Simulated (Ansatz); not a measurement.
Molecule: C2Cl2F3 (charge 0, doublet). It need not be the lowest isomer of its formula. SMILES: FC(F)(F)[C](Cl)Cl
Geometry from a B3LYP-D3(BJ)/def2-TZVP (Ansatz, a quantum-chemistry and plane-wave program) optimisation:
```xyz
7

F     -1.4458     1.0338    -0.9136
C     -1.0041    -0.0161    -0.2079
F     -1.4338    -1.1364    -0.8041
F     -1.5925     0.0420     1.0084
C      0.4955    -0.0028    -0.1099
Cl     1.2817    -1.4445     0.3177
Cl     1.2654     1.4833     0.1700
```
Charge 0, spin multiplicity 2.

Parts of the frozen-core correlation energy in 6-31G* (Ansatz, hartree). Frozen orbitals: 15; correlated occupied orbitals by spin: 22 and 21; virtual: 76 and 77. UHF or UKS for open shells. No spin-orbit coupling. No relativistic terms.

```
term                             value
-------------------------  -----------
reference (HF)             -1292.96743
MP2 opposite-spin                  ___
MP2 same-spin                      ___
CCSD correlation              -1.04166
(T)                                ___
T1 diagnostic                    0.015
largest doubles amplitude        0.033
<S^2> of the reference           0.766
```

Task: Complete the blanks.

Result: 
- MP2 opposite-spin, value: -0.72369
- MP2 same-spin, value: -0.28252
- (T), value: -0.02849
